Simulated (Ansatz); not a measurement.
Calculated with Ansatz (gas phase, PBE0-D4/def2-TZVP geometries, no zero-point term in ΔE). CBS: MP2 limit from def2 TZ/QZ plus the TZ coupled-cluster correction, frozen cores. This one scheme is used for every species. DFT in def2-TZVPP. B3LYP here is the variant with VWN-RPA as its local correlation; programs differ in this. One conformer a species, not always the lowest.

Reaction (hydrogenolysis of the Si–B bond): `B[SiH2]C(=N)O` + H₂ → `N=C(O)[SiH3]` + BH₃

`B[SiH2]C(=N)O`:

Cartesian coordinates in Å:
```
B -0.400 -1.195 1.757
Si -0.817 -0.642 -0.127
C 0.414 0.645 -0.796
N 1.260 0.315 -1.675
O 0.286 1.858 -0.201
H -0.919 -2.167 2.220
H 0.330 -0.564 2.462
H -2.170 -0.011 -0.084
H -0.839 -1.778 -1.080
H 1.893 1.078 -1.934
H 0.962 2.460 -0.542
```

H₂:

Z-matrix (Å, degrees):
```
H
H 1 0.746
```

`N=C(O)[SiH3]`:

Cartesian coordinates in Å:
```
N -0.970 0.783 1.186
C -0.091 0.593 0.296
O 0.699 1.615 -0.084
Si 0.293 -1.019 -0.635
H -1.498 -0.062 1.383
H 0.429 2.385 0.441
H -0.636 -2.049 -0.107
H 0.073 -0.825 -2.089
H 1.700 -1.421 -0.390
```

BH₃:

Z-matrix (Å, degrees):
```
B
H 1 1.193
H 1 1.193 2 120.0
H 1 1.193 2 120.0 3 180.0
```

```json
{"level": "PBE-D4", "ΔE (kJ/mol)": "-36.8", "difference from CCSD(T)/CBS": "13.5"}
{"level": "r2SCAN-D4", "ΔE (kJ/mol)": "-43.9", "difference from CCSD(T)/CBS": "6.4"}
{"level": "PBE0-D4", "ΔE (kJ/mol)": "-44.4", "difference from CCSD(T)/CBS": "5.9"}
{"level": "B3LYP-D4", "ΔE (kJ/mol)": "-50.4", "difference from CCSD(T)/CBS": "-0.1"}
{"level": "ωB97X-V", "ΔE (kJ/mol)": "-51.9", "difference from CCSD(T)/CBS": "-1.6"}
{"level": "ωB97M-V", "ΔE (kJ/mol)": "-53.7", "difference from CCSD(T)/CBS": "-3.4"}
{"level": "B2PLYP", "ΔE (kJ/mol)": "-56.5", "difference from CCSD(T)/CBS": "-6.2"}
{"level": "PBE", "ΔE (kJ/mol)": "-40.8", "difference from CCSD(T)/CBS": "9.5"}
{"level": "r2SCAN", "ΔE (kJ/mol)": "-45.1", "difference from CCSD(T)/CBS": "5.2"}
{"level": "PBE0", "ΔE (kJ/mol)": "-48.0", "difference from CCSD(T)/CBS": "2.3"}
{"level": "B3LYP", "ΔE (kJ/mol)": "-56.8", "difference from CCSD(T)/CBS": "-6.5"}
{"level": "HF/def2-TZVPP", "ΔE (kJ/mol)": "-78.0", "difference from CCSD(T)/CBS": "-27.7"}
{"level": "MP2/def2-TZVPP", "ΔE (kJ/mol)": "-53.9", "difference from CCSD(T)/CBS": "-3.6"}
{"level": "SCS-MP2/def2-TZVPP", "ΔE (kJ/mol)": "-58.8", "difference from CCSD(T)/CBS": "-8.5"}
{"level": "CCSD/def2-TZVPP", "ΔE (kJ/mol)": "-55.9", "difference from CCSD(T)/CBS": "-5.6"}
{"level": "CCSD(T)/def2-TZVPP", "ΔE (kJ/mol)": "-51.6", "difference from CCSD(T)/CBS": "-1.3"}
{"level": "HF/def2-QZVPP", "ΔE (kJ/mol)": "-78.6", "difference from CCSD(T)/CBS": "-28.3"}
{"level": "MP2/def2-QZVPP", "ΔE (kJ/mol)": "-53.4", "difference from CCSD(T)/CBS": "-3.1"}
{"level": "SCS-MP2/def2-QZVPP", "ΔE (kJ/mol)": "-58.1", "difference from CCSD(T)/CBS": "-7.8"}
{"level": "HF/CBS(def2)", "ΔE (kJ/mol)": "-78.7", "difference from CCSD(T)/CBS": "-28.4"}
{"level": "MP2/CBS(def2)", "ΔE (kJ/mol)": "-52.6", "difference from CCSD(T)/CBS": "-2.3"}
{"level": "CCSD/CBS(def2)", "ΔE (kJ/mol)": "-54.5", "difference from CCSD(T)/CBS": "-4.2"}
{"level": "CCSD(T)/CBS", "ΔE (kJ/mol)": "-50.3", "difference from CCSD(T)/CBS": "0"}
```

Largest T1 diagnostic among the species: 0.014.

In def2-TZVPP, CCSD(T) changes the Hartree–Fock value by +26.4 kJ/mol (the triples alone add +4.3 kJ/mol) and MP2 by +24.1 kJ/mol. From PBE to PBE0 (25 % exact exchange), in def2-TZVPP and without D4, ΔE moves by −7.2 kJ/mol.
